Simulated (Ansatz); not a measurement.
`CCO[SiH2]OC` + `[BH2][SnH2][NH2]` → `B[SiH2]OCC` + `C[O][SnH2][NH2]`  (redistribution)

Calculated with Ansatz (gas phase, PBE0-D4/def2-TZVP geometries, no zero-point term in ΔE). CBS: MP2 limit from def2 TZ/QZ plus the TZ coupled-cluster correction, frozen cores. DFT in def2-TZVPP. B3LYP here is the variant with VWN-RPA as its local correlation; programs differ in this. HSE06 is defined as in plane-wave codes. Elements past krypton have def2 core potentials. For Sn outer-core shells are correlated without core-valence functions, which leaves a few kJ/mol of doubt a bond. One conformer a species, not always the lowest.

`CCO[SiH2]OC`:

Cartesian coordinates in Å:
```
C 0.297 -2.560 -0.945
C -0.357 -1.382 -0.268
O 0.191 -0.180 -0.780
Si -0.537 1.278 -0.645
O -0.623 1.829 0.894
C 0.508 2.184 1.656
H 1.376 -2.546 -0.779
H -0.102 -3.497 -0.547
H 0.116 -2.535 -2.021
H -0.192 -1.424 0.815
H -1.442 -1.402 -0.433
H -1.950 1.195 -1.086
H 0.295 2.186 -1.471
H 1.043 1.295 2.007
H 0.173 2.754 2.524
H 1.206 2.804 1.081
```

`[BH2][SnH2][NH2]`:

Z-matrix (Å, degrees):
```
Sn
N 1 2.040
B 1 2.242 2 108.5
H 1 1.725 2 112.0 3 -122.2
H 1 1.710 2 104.3 3 122.5
H 2 1.012 1 112.9 3 56.6
H 2 1.012 1 113.3 3 178.6
H 3 1.194 1 120.7 2 166.3
H 3 1.194 1 120.9 2 -14.8
```

`B[SiH2]OCC`:

Cartesian coordinates in Å:
```
B 0.030 0.055 -2.658
Si 1.145 -0.577 -1.115
O 0.765 0.058 0.359
C -0.510 -0.115 0.944
C -0.595 0.700 2.210
H -0.957 0.722 -2.550
H 0.350 -0.264 -3.767
H 2.579 -0.246 -1.330
H 1.008 -2.071 -1.087
H -0.675 -1.178 1.164
H -1.295 0.198 0.240
H 0.176 0.386 2.917
H -1.572 0.571 2.682
H -0.450 1.760 1.993
```

`C[O][SnH2][NH2]`:

Z-matrix (Å, degrees):
```
C
O 1 1.405
H 1 1.098 2 112.5
H 1 1.094 2 108.3 3 119.3
H 1 1.100 2 112.2 3 -122.1
Sn 2 1.963 1 119.3 3 53.6
N 6 2.017 2 105.2 1 -53.2
H 6 1.702 2 102.4 1 -173.8
H 6 1.708 2 109.3 1 61.6
H 7 1.010 6 116.0 2 -92.9
H 7 1.010 6 115.1 2 138.5
```

Is it downhill or uphill in electronic energy at CCSD(T)/CBS, and by how much? (Best estimate.)

Computed: Uphill: ΔE = +23.7 kcal/mol.

What do these levels give: revPBE-D4, BLYP-D4, B3LYP-D4, HSE06-D4, r2SCAN, MP2/CBS(def2)? (Best estimate.)

The calculation gave: revPBE-D4 20.8, BLYP-D4 22.0, B3LYP-D4 23.7, HSE06-D4 23.2, r2SCAN 23.1, MP2/CBS(def2) 24.7 kcal/mol.

Largest T1 diagnostic among the species: 0.013.

Leaving LDA and LC-ωPBE aside and taking each functional with its dispersion term where it has one, the values, not all of them listed here, spread over 4.7 kcal/mol, from revPBE-D4 to BHLYP-D4. LDA lies +1.9 kcal/mol from PBE without D4. From PBE to PBE0 (25 % exact exchange), in def2-TZVPP and without D4, ΔE moves by +2.0 kcal/mol. In def2-TZVPP, CCSD(T) changes the Hartree–Fock value by −1.9 kcal/mol (the triples alone add −0.6 kcal/mol) and MP2 by −0.9 kcal/mol.
